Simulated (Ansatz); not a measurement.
`O[SiH2]S[SiH2][SiH3]` and `CS[SiH2]O` differ in one atom or group.

Ansatz, PBE0-D4/def2-TZVP geometries, multiplicity 1. Each molecule was computed in one conformer, which needn't be the lowest.

```tsv
property	`O[SiH2]S[SiH2][SiH3]`
HOMO–LUMO gap (PBE0/def2-TZVPP) / eV	6.87
LUMO energy (B3LYP/def2-TZVPP) / eV	-0.68
size of the dipole moment (PBE/def2-TZVPP) / D	1.59
HOMO–LUMO gap (PBE/def2-TZVPP) / eV	4.89
HOMO energy (PBE0/def2-TZVPP) / eV	-7.40
HOMO energy (B3LYP/def2-TZVPP) / eV	-7.17
```

Question: Give the same properties after the change, and the shifts. (Estimate.)

Answer: Ansatz gave: 
| property | `CS[SiH2]O` | shift |
| --- | --- | --- |
| HOMO–LUMO gap (PBE0/def2-TZVPP) / eV | 7.33 | 0.46 |
| LUMO energy (B3LYP/def2-TZVPP) / eV | -0.02 | 0.66 |
| size of the dipole moment (PBE/def2-TZVPP) / D | 1.18 | -0.41 |
| HOMO–LUMO gap (PBE/def2-TZVPP) / eV | 5.23 | 0.34 |
| HOMO energy (PBE0/def2-TZVPP) / eV | -7.08 | 0.32 |
| HOMO energy (B3LYP/def2-TZVPP) / eV | -6.84 | 0.33 |

With PBE0 the HOMO rises by 0.32 eV and the LUMO rises by 0.78 eV, so the gap widens by about 0.46 eV. PBE moves the HOMO by 0.39 eV and ωB97M-V by 0.18 eV. Dipoles are sizes alone; their direction can turn.

B3LYP here is the variant with VWN-RPA as its local correlation; programs differ in this.
